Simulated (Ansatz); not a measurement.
E4: PBE-D4/def2-TZVP single points in Ansatz on relaxed structures, gas phase. Core potentials for Sb, no spin–orbit coupling. Binding counts from free atoms in the multiplicity of their measured ground term, without zero-point energy. The structures are stationary points that may keep the symmetry of their start. Remarks come from the PBE and PBE0 runs and from stability tests at other levels; not every state was tested. HOMO above LUMO (over both spins in singlets and doublets, within one spin in higher multiplets; at PBE or PBE0), or a gap under 0.15 eV within one spin, warns that the state may not be the lowest or that an electron is smeared out.

```tsv
species	atoms	state	geometry	HOMO (eV)	LUMO (eV)	gap (eV)	vertical IE (eV)	vertical triplet (eV)	binding per atom (eV)	point group (within 0.1 Å)	remarks
PAsAsAs tetrahedron (As3P)	4	singlet	r2SCAN-D4/def2-SVP	-6.14	-1.79	4.35	8.88	3.91	3.02	C3v	gap within one spin near zero at PBE or PBE0 (+1 doublet)
PPPSb tetrahedron (SbP3)	4	singlet	PBE0-D4/def2-SVP	-6.07	-2.18	3.90	8.77	3.38	3.12	C3v	gap within one spin near zero at PBE or PBE0 (+1 doublet)
PSbSbSb tetrahedron (Sb3P)	4	singlet	r2SCAN-D4/def2-SVP	-5.57	-2.19	3.39	8.00	2.98	2.64	C3v	gap within one spin near zero at PBE or PBE0 (+1 doublet)
AsAsAsSb tetrahedron (SbAs3)	4	singlet	PBE0-D4/def2-SVP	-5.82	-2.07	3.75	8.41	3.31	2.78	C3v	gap within one spin near zero at PBE or PBE0 (+1 doublet)
PPAsSb tetrahedron (SbAsP2)	4	singlet	r2SCAN-D4/def2-SVP	-5.95	-2.19	3.76	8.61	3.31	2.99	Cs	gap within one spin near zero at PBE or PBE0 (+1 doublet)
PAsSbSb tetrahedron (Sb2AsP)	4	singlet	PBE0-D4/def2-SVP	-5.71	-2.21	3.50	8.23	3.03	2.75	Cs	gap within one spin near zero at PBE or PBE0 (+1 doublet)
AsSbSbSb tetrahedron (Sb3As)	4	singlet	PBE-D4/def2-SVP	-5.50	-2.17	3.33	7.89	2.92	2.56	C3v	gap within one spin near zero at PBE or PBE0 (+1 doublet)
SbSbSbSb tetrahedron (Sb4)	4	singlet	r2SCAN-D4/def2-SVP	-5.41	-2.10	3.31	7.74	2.95	2.47	Td	gap within one spin near zero at PBE or PBE0 (+1 doublet)
AsAsAsAs tetrahedron (As4)	4	singlet	PBE-D4/def2-SVP	-6.00	-1.84	4.16	8.69	3.73	2.91	Td	gap within one spin near zero at PBE or PBE0 (+1 doublet)
PPPAs tetrahedron (AsP3)	4	singlet	r2SCAN-D4/def2-SVP	-6.41	-1.75	4.66	9.25	4.16	3.28	C3v	gap within one spin near zero at PBE or PBE0 (+1 doublet)
```

**Question.** Estimate the rows for PPAsAs tetrahedron (As2P2) (singlet, r2SCAN-D4/def2-SVP geometry); PAsAsSb tetrahedron (SbAs2P) (singlet, r2SCAN-D4/def2-SVP geometry); PPSbSb tetrahedron (Sb2P2) (singlet, r2SCAN-D4/def2-SVP geometry); PPPP tetrahedron (P4) (singlet, PBE0-D4/def2-TZVP geometry).

**Answer.** 
```csv
species,atoms,state,geometry,HOMO (eV),LUMO (eV),gap (eV),vertical IE (eV),vertical triplet (eV),binding per atom (eV),point group (within 0.1 Å),remarks
PPAsAs tetrahedron (As2P2),4,singlet,r2SCAN-D4/def2-SVP,-6.25,-1.82,4.43,9.04,3.95,3.14,C2v,gap within one spin near zero at PBE or PBE0 (+1 doublet)
PAsAsSb tetrahedron (SbAs2P),4,singlet,r2SCAN-D4/def2-SVP,-5.88,-2.15,3.73,8.49,3.28,2.88,Cs,gap within one spin near zero at PBE or PBE0 (+1 doublet)
PPSbSb tetrahedron (Sb2P2),4,singlet,r2SCAN-D4/def2-SVP,-5.74,-2.29,3.45,8.29,3.00,2.85,C2v,gap within one spin near zero at PBE or PBE0 (+1 doublet)
PPPP tetrahedron (P4),4,singlet,PBE0-D4/def2-TZVP,-6.62,-1.54,5.08,9.53,4.62,3.42,Td,gap within one spin near zero at PBE or PBE0 (+1 doublet)
```

The gap (eV) runs from 3.31 (SbSbSbSb tetrahedron) to 5.08 (PPPP tetrahedron). The vertical IE (eV) runs from 7.74 (SbSbSbSb tetrahedron) to 9.53 (PPPP tetrahedron). The vertical triplet (eV) runs from 2.92 (AsSbSbSb tetrahedron) to 4.62 (PPPP tetrahedron).
